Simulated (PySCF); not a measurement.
H₂ClNSe, SMILES Cl[Se]N, CAM-B3LYP/def2-SVP optimised geometry.

```
5

Se    -0.89    -1.12     0.00
Cl     1.34    -1.12     0.00
N     -1.34     0.60     0.00
H     -1.16     1.12    -0.85
H     -1.16     1.12     0.85
```

Density from CAM-B3LYP/def2-TZVP run with PySCF at that geometry.

Minimum of the electron density along straight lines between bonded atoms, close to the bond critical point (lines longer than 1.1 times the sum of covalent radii, or with two minima, are not listed):

```csv
bond,length / Å,ρ at the minimum / e bohr⁻³,∇²ρ there / e bohr⁻⁵,position (fraction from the first atom)
Se1–Cl2,2.234,0.108,0.00,0.47
Se1–N3,1.779,0.183,0.12,0.47
N3–H4,1.016,0.334,-1.69,0.74
N3–H5,1.016,0.334,-1.69,0.74
```
